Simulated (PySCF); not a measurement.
Gas-phase reaction: W₂O₆ + 2 F₂ → 2 WO₂F₂ + 2 O

Method: PySCF energies (xtb for GFN2) plus ideal-gas RRHO corrections (1 bar). † marks an energy on the PBE0/def2-TZVP geometry and frequencies; other levels use their own. Open shells (unrestricted): O (multiplicity 3, electronic degeneracy 9); the rest are closed-shell singlets. GFN2 has no spin-polarisation term. Spin-orbit splitting is ignored; it lowers the true energy and changes the entropy of O. W: scalar-relativistic def2 core potential, no spin-orbit coupling. W₂O₆, WO₂F₂: computed as isolated molecules; such fragments, hydroxides, amides, oligomers or adducts are transient or little studied in the gas. The harmonic model lacks anharmonicity and excited electronic states, which grow with temperature; levels with a mode under 35 cm⁻¹ are left out. Soft modes under 120 cm⁻¹ make the harmonic entropy rough for W₂O₆. Warning, point group unlike the PBE0 one: WO₂F₂ (GFN2-xTB).

```json
[
 {"level": "BLYP/def2-TZVP†", "ΔE electronic, kJ": "-292", "ΔH°(298 K), kJ": "-298", "ΔS°(298 K), J/K": "164", "ΔG°(1400 K), kJ": "-535"},
 {"level": "GFN2-xTB", "ΔE electronic, kJ": "289", "ΔH°(298 K), kJ": "288", "ΔS°(298 K), J/K": "160", "ΔG°(1400 K), kJ": "62"},
 {"level": "PBE/def2-SVP", "ΔE electronic, kJ": "-266", "ΔH°(298 K), kJ": "-271", "ΔS°(298 K), J/K": "160", "ΔG°(1400 K), kJ": "-501"},
 {"level": "PBE/def2-TZVP†", "ΔE electronic, kJ": "-243", "ΔH°(298 K), kJ": "-249", "ΔS°(298 K), J/K": "164", "ΔG°(1400 K), kJ": "-486"},
 {"level": "ωB97X-V/def2-TZVP†", "ΔE electronic, kJ": "-338", "ΔH°(298 K), kJ": "-345", "ΔS°(298 K), J/K": "164", "ΔG°(1400 K), kJ": "-581"}
]
```
ΔH° is lowest at ωB97X-V/def2-TZVP† and highest at GFN2-xTB. No reference value is set beside these.
